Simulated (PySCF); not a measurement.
# H₂GeO, singlet: data card

All numbers come from PySCF, PBE0, basis Ge def2-TZVP, O def2-TZVP, H def2-TZVP (no relativity, density fitting).

The structure is a minimum.

Coordinates in bohr (charge 0 multiplicity 1):
```
Ge    0.0000    0.0000   -0.5014
O     0.0000    0.0000    2.5830
H     2.4318    0.0000   -2.1058
H    -2.4318    0.0000   -2.1058
```

```json
{
  "Point group": "C2v",
  "Bond lengths": "Ge–H 1.542 Å (×2), Ge–O 1.632 Å",
  "Bond angles": "H–Ge–H 113.2°, H–Ge–O 123.4° (×2)",
  "Heat capacity Cp at 298.15 K": "45.9 J/(mol K)",
  "Enthalpy at 298.15 K above 0 K": "11.04 kJ/mol",
  "Principal quadrupole moments (Buckingham, traceless) about the centre of mass": "-5.84, 1.39, 4.46 D Å",
  "Rotational constants": "5.05, 0.4485, 0.4119 cm⁻¹",
  "Atomisation energy without zero-point energy": "1027 kJ/mol",
  "Principal polarisabilities": "23.1, 32.9, 38.4 bohr³",
  "Highest occupied level": "-7.79 eV",
  "Entropy at 298.15 K and 1 bar": "248.5 J/(mol K)",
  "Lowest empty level": "-2.38 eV",
  "Zero-point energy": "43.7 kJ/mol",
  "Rotational symmetry number": "2",
  "Dipole moment": "3.92 D"
}
```

Harmonic modes (masses in u: Ge 73.921, O 15.995, H 1.008):
```json
{"symmetry": "b2", "ω (cm⁻¹)": "581", "IR (km/mol)": "51.2", "μ (u)": "1.17"}
{"symmetry": "b1", "ω (cm⁻¹)": "600", "IR (km/mol)": "22.8", "μ (u)": "1.10"}
{"symmetry": "a1", "ω (cm⁻¹)": "881", "IR (km/mol)": "59.5", "μ (u)": "1.03"}
{"symmetry": "a1", "ω (cm⁻¹)": "998", "IR (km/mol)": "42.7", "μ (u)": "16.68"}
{"symmetry": "a1", "ω (cm⁻¹)": "2123", "IR (km/mol)": "40.0", "μ (u)": "1.01"}
{"symmetry": "b2", "ω (cm⁻¹)": "2127", "IR (km/mol)": "157", "μ (u)": "1.03"}
```

In C2v the vibrations span 2b2 + b1 + 3a1. Here b1 is antisymmetric to the molecular plane and b2 lies in it.

Charges (e):
| atom | Mulliken | Löwdin | polar tensor | Mayer order to Ge1 |
| --- | --- | --- | --- | --- |
| Ge1 | 0.45 | 0.46 | 1.08 | – |
| O2 | -0.51 | -0.34 | -0.69 | 2.03 |
| H3,4 | 0.03 | -0.06 | -0.19 | 0.88 |

Mulliken populations on Ge1: s 7.35, p 13.89, d 10.27, f 0.05.

Counting electrons, germanium keeps none of its valence electrons outside its bonds, so the VSEPR class is AX3 and the expected shape is trigonal planar; with unlike ligands the computed point group is C2v.

Only a few start shapes were tried, so a lower isomer may exist.

The final relaxation and frequency run took about 3 core-minutes on a shared host.
